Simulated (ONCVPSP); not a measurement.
## Varying the ONCV potential for Sm (Z = 62)

Base potential:

ONCVPSP 4.0.1 input, shortened (lines: element, Z, core and valence counts, functional; n l f; lmax; l rc ep ncon nbas qcut; lloc lpopt rc5 dvloc0; l nproj debl; icmod fcfact rcfact), LDA (Perdew-Zunger), scalar-relativistic:

```
  Sm 62.00    9    4        3      upf
    1    0    2.00
    2    0    2.00
    2    1    6.00
    3    0    2.00
    3    1    6.00
    3    2   10.00
    4    0    2.00
    4    1    6.00
    4    2   10.00
    4    3    6.00
    5    0    2.00
    5    1    6.00
    6    0    1.00
    3
    0    2.10    0.00    5    8    6.20
    1    2.35    0.00    4    7    6.20
    2    2.15    0.20    4    8    4.70
    3    1.15    0.00    4    9   15.60
    4    3    0.90    4.00
    0    2    1.70
    1    2    1.70
    2    1    2.00
    3    2    3.20
    2    0.60    0.70
```

In the d channel the program set the typed energies aside and used 0.050 Ha.

Cutoffs, loose and tight: the cutoffs (Ha) at which the residual kinetic energy of the hardest occupied pseudo-wave falls to 1 and 0.1 mHa per electron. They do not see the model core or the augmentation charge, which bear on the density cutoff. Test errors are all-electron minus pseudo excitation energies from the reference, over the configurations 4f6 5s2 5p6 6s2; 4f6 5s2 5p6 6s0; 4f5 5s2 5p6 6s0; 4f6 5s1 5p6 6s2. A dash means not determined; rows that change the core or the reference have their own tests.

A true bound ghost makes a file unfit for plane-wave use even where its test errors are small: the radial tests pick states by their node count and pass the ghost by.

```tsv
change	outcome	cutoff, loose	cutoff, tight	bound ghosts	GHOST(+) flags above zero	largest test error (meV)
base	generated, projector energies reset by the program	98 Ha	108 Ha	s	p	tests left out (the all-electron energies of this program are off by 10 to 40 meV for near-neutral 4f atoms)
f: rc 0.96	generated, projector energies reset by the program	114 Ha	205 Ha	s	p	tests left out (the all-electron energies of this program are off by 10 to 40 meV for near-neutral 4f atoms)
f: rc 1.28	generated, projector energies reset by the program	90 Ha	100 Ha	s	p	tests left out (the all-electron energies of this program are off by 10 to 40 meV for near-neutral 4f atoms)
f: rc 1.44	generated, projector energies reset by the program	79 Ha	88 Ha	s	p	tests left out (the all-electron energies of this program are off by 10 to 40 meV for near-neutral 4f atoms)
f: rc 1.68	generated, projector energies reset by the program	86 Ha	94 Ha	s	p	tests left out (the all-electron energies of this program are off by 10 to 40 meV for near-neutral 4f atoms)
```

**Question.** What comes out with this change to the base: f: rc 1.18?

**Answer.** outcome: generated, projector energies reset by the program; cutoff, loose: 96 Ha; cutoff, tight: 106 Ha; bound ghosts: s; GHOST(+) flags above zero: p; largest test error (meV): tests left out (the all-electron energies of this program are off by 10 to 40 meV for near-neutral 4f atoms).

**Question.** What comes out with this change to the base: f: rc 0.78; local potential polynomial inside 0.78 bohr (lpopt 3, dvloc0 4 Ha)?

**Answer.** outcome: generated, projector energies reset by the program; cutoff, loose: 512 Ha; cutoff, tight: 602 Ha; bound ghosts: s, p; GHOST(+) flags above zero: d; largest test error (meV): tests left out (the all-electron energies of this program are off by 10 to 40 meV for near-neutral 4f atoms).

Reading the sweep of the f radius (base included, trends over the rows without a ghost): Bound ghosts are found at 0.78, 0.96, 1.15, 1.18, 1.28, 1.44, 1.68 bohr. Every judged row has one, so this setting neither creates nor removes them.
